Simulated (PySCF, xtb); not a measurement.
Se(Cl)4 cation (Cl4Se), SMILES Cl[Se](Cl)(Cl)Cl (connectivity only; charge and spin as stated), charge +1, multiplicity 2.

Harmonic wavenumbers (cm⁻¹) from GFN2-xTB run with xtb at its own minimum, in rising order: 82, 85, 133, 160, 162, 179, 265, 354, 373.

Task: What does PBE0-D3(BJ)/def2-SVP in PySCF give at its own minimum? (An estimate is asked for; the answer gives what the named calculation found.)

Result: 72, 96, 132, 146, 166, 227, 298, 427, 434. Paired by order, the mean absolute difference is 28 cm⁻¹ and the zero-point energies are 2.6 and 2.9 kcal/mol.
